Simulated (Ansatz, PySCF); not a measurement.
Process, species as SMILES: C[Si](C)(C)O + 4 [H][H] (H2) -> 3 C (CH4) + O (H2O) + [SiH4] (SiH4)
Geometries: B3LYP-D3(BJ)/def2-TZVP minima from Ansatz (a program for electronic structure), one conformer each, not searched for the lowest. Frequencies are from Ansatz or PySCF.

Wanted: energy of full hydrogenation (enthalpy at 298 K, with B3LYP-D3(BJ) rigid-rotor harmonic-oscillator terms), in kcal/mol. Valence correlation only, unless marked. No spin-orbit coupling. No relativistic terms. CBS(X,Y): correlation extrapolated as X^-3; Hartree-Fock from the larger set.

CCSD(T)/CBS(cc-pV(T+d)Z,cc-pV(Q+d)Z) (Ansatz) gives 13.2 kcal/mol.

### Question
Another calculation gave 12.4 kcal/mol. Which level was it?
A. r2SCANh/def2-TZVPD (Ansatz)
B. PBE/def2-TZVPD (Ansatz)
C. B3LYP/def2-TZVPD (Ansatz)

### Answer
A, r2SCANh/def2-TZVPD (Ansatz). The others give 2.8 (B3LYP), 7.4 (PBE) kcal/mol.
